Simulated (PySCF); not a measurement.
Isomers of C6H13NOSi, mass 143.077 u with the commonest isotopes. Method used: PBE0-D3(BJ)/def2-SVP geometry optimisation, gas phase (PySCF 2.14.0). One conformer each, none proved a minimum here; rigid rotors.

Question: Order these by rotational constant B, smallest first.
A. `[CH3:1]/[N:2]=[CH:3]/[C@@H:4]1[CH2:5][O:6][CH2:7][CH2:8][SiH2:9]1` with N2–C3–C4–C5 -134°, C3–C4–C5–O6 -178°, C4–C5–O6–C7 73°, C5–O6–C7–C8 -73°, O6–C7–C8–Si9 56°
B. `[CH2:1]=[CH:2][Si@@H:3]([NH:4][CH:5]=[O:6])[CH:7]([CH3:8])[CH3:9]` with C1–C2–Si3–N4 -61°, C2–Si3–N4–C5 -62°, Si3–N4–C5–O6 0°, C2–Si3–C7–C8 55°
C. `[SiH3:1][O:2]/[CH:3]=[CH:4]/[N:5]1[CH2:6][CH2:7][CH2:8][CH2:9]1` with Si1–O2–C3–C4 8°, C3–C4–N5–C6 166°, C4–N5–C6–C7 -156°, N5–C6–C7–C8 -28°, C6–C7–C8–C9 38°, C7–C8–C9–N5 -33°

Answer: C (548.6 MHz), A (744.9 MHz), B (980.0 MHz).

Question: Order these by radius of gyration √(Σ m r²/M), smallest first.
A. `[CH2:1]=[CH:2][Si@@H:3]([NH:4][CH:5]=[O:6])[CH:7]([CH3:8])[CH3:9]` with C1–C2–Si3–N4 -61°, C2–Si3–N4–C5 -62°, Si3–N4–C5–O6 0°, C2–Si3–C7–C8 55°
B. `[CH3:1]/[N:2]=[CH:3]/[C@@H:4]1[CH2:5][O:6][CH2:7][CH2:8][SiH2:9]1` with N2–C3–C4–C5 -134°, C3–C4–C5–O6 -178°, C4–C5–O6–C7 73°, C5–O6–C7–C8 -73°, O6–C7–C8–Si9 56°
C. `[SiH3:1][O:2]/[CH:3]=[CH:4]/[N:5]1[CH2:6][CH2:7][CH2:8][CH2:9]1` with Si1–O2–C3–C4 8°, C3–C4–N5–C6 166°, C4–N5–C6–C7 -156°, N5–C6–C7–C8 -28°, C6–C7–C8–C9 38°, C7–C8–C9–N5 -33°

Answer: A (2.285 Å), B (2.404 Å), C (2.676 Å).

Question: Order these by out-of-plane moment Σ m c² = (Ia + Ib − Ic)/2, smallest first.
A. `[CH2:1]=[CH:2][Si@@H:3]([NH:4][CH:5]=[O:6])[CH:7]([CH3:8])[CH3:9]` with C1–C2–Si3–N4 -61°, C2–Si3–N4–C5 -62°, Si3–N4–C5–O6 0°, C2–Si3–C7–C8 55°
B. `[SiH3:1][O:2]/[CH:3]=[CH:4]/[N:5]1[CH2:6][CH2:7][CH2:8][CH2:9]1` with Si1–O2–C3–C4 8°, C3–C4–N5–C6 166°, C4–N5–C6–C7 -156°, N5–C6–C7–C8 -28°, C6–C7–C8–C9 38°, C7–C8–C9–N5 -33°
C. `[CH3:1]/[N:2]=[CH:3]/[C@@H:4]1[CH2:5][O:6][CH2:7][CH2:8][SiH2:9]1` with N2–C3–C4–C5 -134°, C3–C4–C5–O6 -178°, C4–C5–O6–C7 73°, C5–O6–C7–C8 -73°, O6–C7–C8–Si9 56°

Answer: B (13.18 u·Å²), C (22.79 u·Å²), A (47.50 u·Å²).

```csv
SMILES,point group,Ia (u·Å²),Ib (u·Å²),Ic (u·Å²),κ,μa (D),μb (D),μc (D)
[SiH3]O/C=C/N1CCCC1,C1,116.73,921.15,1011.53,-0.97,2.15,1.00,0.15
C=C[Si@@H](NC=O)C(C)C,C1,279.07,515.67,699.75,-0.53,2.53,0.75,2.60
C/N=C/[C@@H]1COCC[SiH2]1,C1,171.50,678.44,804.37,-0.90,0.45,0.46,1.61
```
